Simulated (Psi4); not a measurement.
Nuclear repulsion and electron count by hand

System: Cl2Si (SMILES Cl[Si]Cl), singlet, geometry from GFN2-xTB. Level: Psi4 with SVWN/3-21G. Sums are taken with unrounded values, so a last digit can differ.

Coordinates (Å):

```
atom         x         y         z
----  --------  --------  --------
Si1    0.00085   0.00527   0.92381
Cl2    1.01602   1.21319  -0.38827
Cl3   -1.01672  -1.21754  -0.37252
```

Q: Work out the nuclear repulsion energy and the numbers of alpha and beta electrons.

A: In atomic units each pair adds Z_i Z_j / r_ij, with r in bohr (1 bohr = 0.529177 Å).
| pair | r (Å) | r (bohr) | Z_i Z_j | term (Eh) |
|---|---|---|---|---|
| Si1-Cl2 | 2.0521 | 3.8779 | 238 | 61.3727 |
| Si1-Cl3 | 2.0521 | 3.8779 | 238 | 61.3727 |
| Cl2-Cl3 | 3.1687 | 5.9880 | 289 | 48.2632 |
The sum is 171.0085 Eh; Psi4 gives 171.0085 Eh. The atomic numbers add up to 48, so at charge +0 there are 48 electrons; multiplicity 1 means 0 unpaired, so 24 alpha and 24 beta.
